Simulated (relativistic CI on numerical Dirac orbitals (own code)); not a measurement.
Method of calculation: Dirac-Coulomb-Breit CI, orbitals from a KLI potential per configuration, model QED (radiative potential, 1s self-energy scaled to tabulated hydrogen-like ionisation energies), unscaled Slater integrals (own radial code, finite nucleus).

CI space (outside the closed core 1s2): 2s²2p⁶, 2s²2p⁵3s, 2s²2p⁵3p, 2s²2p⁵3d, 2s2p⁶3s, 2s2p⁶3p, 2s2p⁶3d, 2s²2p⁵4s, 2s²2p⁵4p, 2s²2p⁵4d, 2s²2p⁵4f, 2s2p⁶4s, 2s2p⁶4p, 2s2p⁶4d, 2s²2p⁴3s², 2s2p⁶4f, 2s²2p⁵5s, 2s²2p⁵5p, 2s²2p⁴3s3p, 2s²2p⁵5d, 2s²2p⁵5f, 2s²2p⁵5g, 2s²2p⁴3p², 2s²2p⁴3s3d, 2s²2p⁴3p3d, 2s2p⁵3s², 2s²2p⁴3d², 2s2p⁵3s3p, 2s2p⁶5s, 2s2p⁶5p, 2s2p⁵3p², 2s2p⁵3s3d, 2s2p⁶5d, 2s2p⁶5f, 2s2p⁶5g, 2s2p⁵3p3d. Levels of other configurations are missing.

At this charge energies of transitions that change n are usually good to better than 1 %, and those within a shell (Δn = 0) to a few per cent.

Outline of the computed level scheme of Mo XXXIII. Lowest level of each configuration: 2s²2p⁶ ¹S0 at 0.00 eV; 2s²2p⁵3s ³P°2 at 2376.12 eV; 2s²2p⁵3p ³S1 at 2440.66 eV; 2s²2p⁵3d ³P°0 at 2547.22 eV; 2s2p⁶3s ³S1 at 2711.08 eV; 2s2p⁶3p ³P°0 at 2776.94 eV; 2s2p⁶3d ³D1 at 2885.78 eV; 2s²2p⁵4s ³P°2 at 3234.53 eV; 2s²2p⁵4p ³P1 at 3261.32 eV.

Some strong electric-dipole decays among the lowest 45 levels: 2s²2p⁵3d ¹P°1 → 2s²2p⁶ ¹S0 (1.8e+14 s⁻¹); 2s²2p⁵3d ¹P°1 → 2s²2p⁶ ¹S0 (1.7e+14 s⁻¹); 2s2p⁶3p ¹P°1 → 2s²2p⁶ ¹S0 (3.6e+13 s⁻¹); 2s2p⁶3p ³P°1 → 2s²2p⁶ ¹S0 (1.2e+13 s⁻¹); 2s²2p⁵3s ¹P°1 → 2s²2p⁶ ¹S0 (1.1e+13 s⁻¹); 2s²2p⁵3s ³P°1 → 2s²2p⁶ ¹S0 (8.0e+12 s⁻¹); 2s²2p⁵4s ¹P°1 → 2s²2p⁶ ¹S0 (3.8e+12 s⁻¹); 2s²2p⁵4p ³P1 → 2s²2p⁵3s ³P°2 (3.5e+12 s⁻¹).

LS names give the leading component of a level, which can be under half, so a name can repeat, a term be missing and a line seem to break the LS rules.
